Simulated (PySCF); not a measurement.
One of the candidates below gave these computed data.

All candidates are C5H2F3NS.

* 13C NMR: chemical shifts (computed TMS as zero) by class: 168.8 (1 C), 162.5 (1 C), 147.6 (1 C), 136.5 (1 C), 127.5 (1 C) ppm [GIAO PBE0/pcSseg-1]
* 1H NMR: chemical shifts (computed TMS as zero) by class: 8.05 (1 H), 7.29 (1 H) ppm [GIAO PBE0/pcSseg-1]
* NMR, other nuclei: isotropic shieldings of nuclei other than C and H, by class: -79 (1 N), 264 (1 F), 267 (1 F), 371 (1 F), 231 (1 S) ppm [GIAO PBE0/pcSseg-1]
* Rotational structure: rotational constants A, B, C: 2.444, 0.786, 0.595 GHz [GFN2-xTB]
* Dipole: 2.18 D [PBE0/pcSseg-1]

Electronic properties: PySCF, gas phase, density fitting. Levels stand in brackets. The structure is a single GFN2-xTB conformer in the gas phase; no vibrational or solvent corrections. NMR classes are plain means over equivalent atoms (diastereotopic ones count apart unless rotation or inversion swaps them), as if these changed places fast.

Question: Which candidate is it?
A. `FC(F)=C(F)c1cnsc1`
B. `FC(F)=C(F)c1nccs1`
C. `N#C[C@@]1(F)SC(F)=C[C@H]1F`

Answer: B. It is `FC(F)=C(F)c1nccs1`. Numbering: `[F:1][C:2]([F:3])=[C:4]([F:5])[c:6]1[n:7][cH:8][cH:9][s:10]1`. Its formula, C5H2F3NS, gives 4 degrees of unsaturation: 1 ring and 3 π bonds in the structure found (Kekulé form). 5 carbons fall into 5 classes; from least to most shielded: =CF2 carbon [C2] (168.8 ppm), substituted aromatic carbon [C6] (162.5 ppm), aromatic CH next to a ring nitrogen [C8] (147.6 ppm), vinylic C–F carbon [C4] (136.5 ppm), aromatic CH next to a ring sulfur [C9] (127.5 ppm). Hydrogen classes from least to most shielded: 1 H on an aromatic CH next to a ring nitrogen, C8 (8.05 ppm), 1 H on an aromatic CH next to a ring sulfur, C9 (7.29 ppm). The other shieldings belong to: -79 ppm, pyridine-type nitrogen [N7]; 264 ppm, vinyl fluorine [F3]; 267 ppm, vinyl fluorine [F1]; 371 ppm, vinyl fluorine [F5]; 231 ppm, thiophene-type sulfur [S10]. The optimised geometry has point group Cs and is an asymmetric top.

The others, at the same levels:
- `N#C[C@@]1(F)SC(F)=C[C@H]1F` fails: its computed 13C shifts are 177.4 (1 C), 115.7 (1 C), 106.7 (1 C), 102.4 (1 C), 100.8 (1 C) ppm, 1H shifts are 5.85 (1 H), 5.35 (1 H) ppm and rotational constant A is 1.833 GHz (against 2.444 GHz).
- `FC(F)=C(F)c1cnsc1` fails: its computed 13C shifts are 169.2 (1 C), 155.9 (1 C), 152.4 (1 C), 136.5 (1 C), 131.6 (1 C) ppm, 1H shifts are 8.67 (1 H), 8.53 (1 H) ppm and rotational constant A is 2.786 GHz (against 2.444 GHz).

Each candidate is one conformer, not necessarily the lowest. The conformers computed, where there is a choice (atom-mapped SMILES and torsion angles):
- `[F:1][C:2]([F:3])=[C:4]([F:5])[c:6]1[n:7][cH:8][cH:9][s:10]1`: C2–C4–C6–N7 0°
- `[F:1][C:2]([F:3])=[C:4]([F:5])[c:6]1[cH:7][n:8][s:9][cH:10]1`: C2–C4–C6–C7 0°
